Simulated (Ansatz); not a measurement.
Gas-phase electronic energies from Ansatz, PBE0-D4/def2-TZVP geometries. CBS: MP2 limit from def2 TZ/QZ plus the TZ coupled-cluster correction, frozen cores. DFT in def2-TZVPP. For Ge outer-core shells are correlated without core-valence functions, which leaves a few kJ/mol of doubt a bond. Scalar relativity is left out up to krypton. Each species was taken in one conformer, which may not be the lowest.

`[CH3][GeH2][C](=N)F` → `C[N](C)[Ge][F]`  (isomerisation)

```
        level  ΔE (kJ/mol)  difference from CCSD(T)/CBS
    revPBE-D4       -170.2                         -0.6
    r2SCAN-D4       -158.4                         11.2
       B2PLYP       -169.8                         -0.2
          PBE       -163.5                          6.1
      r2SCANh       -158.2                         11.4
      LC-ωPBE       -151.7                         17.9
HF/def2-TZVPP       -151.3                         18.3
HF/def2-QZVPP       -154.3                         15.3
 HF/CBS(def2)       -154.7                         14.9
MP2/CBS(def2)       -179.4                         -9.8
  CCSD(T)/CBS       -169.6                            0
```

Task: What do rigid-rotor, harmonic-oscillator terms from PBE0-D4/def2-TZVP frequencies (298.15 K, 1 bar) make of the CCSD(T)/CBS value? (Estimate.)

Result: Computed: ΔZPE = +21.7 kJ/mol, ΔH = -149.1 kJ/mol, ΔS = -15 J/(mol·K), ΔG = -144.5 kJ/mol. Modes under 50 cm⁻¹ make the entropy rough.

Largest T1 diagnostic among the species: 0.015.

The D4 term adds −5.2 kJ/mol with B3LYP and −2.5 kJ/mol with PBE0; it sums over pairs of atoms, weighted by their polarisabilities, and B3LYP, whose exchange is more repulsive, gets the larger term. Leaving LDA and LC-ωPBE aside and taking each functional with its dispersion term where it has one, the values, not all of them listed here, spread over 29.3 kJ/mol, from BLYP-D4 to B97M-V. LDA lies −7.2 kJ/mol from PBE without D4.

CCSD(T)/CBS has its own doubt, a few kJ/mol and more with outer-core shells, so smaller differences from it don't rank the levels.

B3LYP here is the variant with VWN-RPA as its local correlation; programs differ in this.
